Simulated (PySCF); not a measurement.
Several orderings of computed values.

Each SMILES stands for a single optimised conformer of the isolated species, non-relativistic unless stated. Electronic properties by PySCF.

The conformers computed, where there is a choice (atom-mapped SMILES and torsion angles):
- `[CH2:1]=[CH:2][C@@H:3]1[C@@H:4]([SiH3:5])[C@@H:6]1[O:7][CH3:8]`: C1–C2–C3–C4 -139°, C4–C6–O7–C8 84°
- `[CH3:1][C:2]([CH3:3])([CH3:4])/[P:5]=[P:6]/[C:7]([F:8])([F:9])[F:10]`: C1–C2–P5–P6 -61°, P5–P6–C7–F8 61°
- `[CH3:1][O:2][CH2:3][O:4][C@@H:5]([CH3:6])[CH:7]([F:8])[F:9]`: C1–O2–C3–O4 -68°, O2–C3–O4–C5 -64°, C3–O4–C5–C6 145°, O4–C5–C7–F8 -175°
- `[N:1]#[C:2][Si@H:3]([SiH3:4])[O:5][CH2:6][C:7]([NH2:8])=[O:9]`: C2–Si3–O5–C6 -178°, Si3–O5–C6–C7 6°, O5–C6–C7–N8 176°, H–N8–C7–C6 180°, H–N8–C7–C6 -1°
- `[SH:1][c:2]1[cH:3][o:4][c:5]2[cH:6][cH:7][cH:8][cH:9][c:10]12`: H–S1–C2–C3 180°
- `[CH3:1][CH:2]([CH3:3])[CH2:4][SiH2:5][O:6]/[CH:7]=[CH:8]/[F:9]`: C1–C2–C4–Si5 -56°, C2–C4–Si5–O6 -170°, C4–Si5–O6–C7 -179°, Si5–O6–C7–C8 1°
- `[CH3:1][NH:2][P:3]1(=[N:4][SiH3:5])[CH:6]=[CH:7][CH:8]=[CH:9]1`: C1–N2–P3–N4 -169°
- `[CH3:1][CH2:2][O:3][C@H:4]([CH3:5])[O:6][CH:7]([F:8])[F:9]`: C1–C2–O3–C4 -88°, C2–O3–C4–C5 -171°, O3–C4–O6–C7 -152°, C4–O6–C7–F8 -85°
- `[CH2:1][CH2:2][O:3][CH2:4][CH3:5]`: C1–C2–O3–C4 -70°, C2–O3–C4–C5 -179°

The conformers of `CC[C@H](O)COC(F)F` aren't listed.

Question: Rank by HOMO–LUMO gap, highest first (PBE0/pcSseg-1 at GFN2-xTB geometries).
A. `CC(C)(C)/P=P/C(F)(F)F`
B. `[SiH3][C@H]1[C@H](OC)[C@@H]1C=C`
C. `c1(S)c2c(cccc2)oc1`
D. `CC(C)C[SiH2]O/C=C/F`
E. `COCO[C@@H](C)C(F)F`
F. `CC[C@H](O)COC(F)F`
G. `[SiH3][Si@@H](C#N)OCC(N)=O`

Answer: E (9.56 eV), F (9.39 eV), G (7.54 eV), B (7.29 eV), D (7.10 eV), C (5.32 eV), A (4.31 eV).

Question: Rank by HOMO energy, lowest first (PBE0/pcSseg-1 at GFN2-xTB geometries).
A. `N#C[Si@H]([SiH3])OCC(N)=O`
B. `CC(C)C[SiH2]O/C=C/F`
C. `CCO[C@H](C)OC(F)F`
D. `CNP1(=N[SiH3])C=CC=C1`

Answer: C (-8.31 eV), A (-8.01 eV), B (-6.71 eV), D (-6.49 eV).

Question: Rank by dipole moment, highest first (PBE0/pcSseg-1 at GFN2-xTB geometries).
A. `N(P1(C=CC=C1)=N[SiH3])C`
B. `C(O[C@@H](C)OCC)(F)F`
C. `O(CO[C@@H](C)C(F)F)C`
D. `Cc1cc(Cl)cpc1C`
E. `Sc1coc2ccccc12`

Answer: A (4.46 D), B (3.04 D), D (2.61 D), C (2.37 D), E (1.16 D).

Question: Rank by smallest rotational constant, lowest first (GFN2-xTB).
A. `SC1=COC2=CC=CC=C12`
B. `[CH2]COCC` [radical]
C. `CNP1(=N[SiH3])C=CC=C1`
D. `N#C[Si@H]([SiH3])OCC(N)=O`
E. `CC(C)(C)/P=P/C(F)(F)F`
F. `C#CC1=CC=C([CH2])C=C1` [radical]

Answer: E (0.484 GHz), D (0.595 GHz), A (0.669 GHz), C (0.765 GHz), F (0.874 GHz), B (2.455 GHz).

Q: Give the two extremes of that set in cm⁻¹.

A: `CC(C)(C)/P=P/C(F)(F)F`: 0.0161 cm⁻¹; `[CH2]COCC` [doublet state]: 0.0819 cm⁻¹.
